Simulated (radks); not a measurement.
Results of a calculation; reference values are marked as such.
Problem. Radial electron density D(r) = 4 pi r^2 rho(r) of an atom or ion with 26 electrons. Level of theory: Dirac Kohn-Sham, PBEsol, spin-unpolarised, spherical densities, finite nucleus; Fermi nuclear charge, rms radius of each element as measured or else 0.836 A^(1/3) + 0.57 fm (a radial shooting solver on a logarithmic mesh with Libxc functionals).

```
   r/bohr * D(r) (the largest magnitude, 34.4, reaches the edge; | marks zero)
  0.00221 |*
 0.002901 | *
 0.003808 |  *
 0.004998 |    *
 0.006561 |       *
 0.008611 |           *
   0.0113 |                 *
  0.01484 |                        *
  0.01947 |                                 *
  0.02556 |                                          *
  0.03355 |                                                *
  0.04404 |                                                 *
  0.05781 |                                             *
  0.07587 |                                       *
  0.09959 |                                       *
   0.1307 |                                              *
   0.1702 |                                                      *
   0.2234 |                                                   *
   0.2933 |                                    *
   0.3849 |                      *
   0.5053 |                     *
   0.6632 |                         *
   0.8705 |                      *
    1.143 |            *
      1.5 |     *
    1.969 |  *
    2.584 | *
    3.392 |*
    4.452 *
    5.843 *
     7.67 *
    10.07 *
```

What is the nuclear charge?

Solution. Z = 26. The innermost maximum, from 1s, lies near gamma/Z bohr with gamma = sqrt(1 - (Z/c)^2) = 0.982, here 0.0378 bohr (found: 0.0407), and its height grows with Z. The density is that of neutral iron in [Ar] 3d6 4s2; the configuration itself is not fixed sharply by these data, and Z only to about a unit. D(r) has 3 maxima, at r = 0.0407, 0.186, 0.690 bohr, and minima at 0.0890, 0.441 bohr, inside which lie 2.12, 10.65 electrons.
